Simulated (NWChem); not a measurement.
Species: C₂H₃Cl₂FSi; SMILES C=C[Si](F)(Cl)Cl

```xyz
9

C      0.0362    -2.7832    -0.2417
C      0.0325    -1.5911    -0.8497
Si     0.0022    -0.0279     0.1161
F      0.0054    -0.3911     1.6888
Cl     1.6412     1.1379    -0.2556
Cl    -1.6767     1.0786    -0.2597
H      0.0219    -2.8732     0.8495
H      0.0540    -3.7198    -0.8095
H      0.0483    -1.5389    -1.9449
```
Atoms are numbered in this order, from 1.

Results from NWChem. Geometry optimised at PBE0/def2-SVP; all other runs use it. 

```
quantity                                                      level       value
-----------------------------------------  ------------------------  ----------
dipole in solution (D) in water                  PBE0/def2-SVP, SMD        2.99
vertical ionisation energy, ΔSCF (eV)                  PBE/def2-SVP  (withheld)
vertical, lowest excitation, singlet (eV)  CAM-B3LYP/def2-SVPD, TDA        6.92
anisotropy (bohr³), static                      CAM-B3LYP/def2-SVPD  (withheld)
dipole (D)                                            PBE0/def2-SVP        2.36
highest harmonic frequency (cm⁻¹)                     PBE0/def2-SVP  (withheld)
```

Q: What belongs in the gaps?

A: 
- vertical ionisation energy, ΔSCF (eV), value: 10.24
- anisotropy (bohr³), static, value: 24.3
- highest harmonic frequency (cm⁻¹), value: 3254
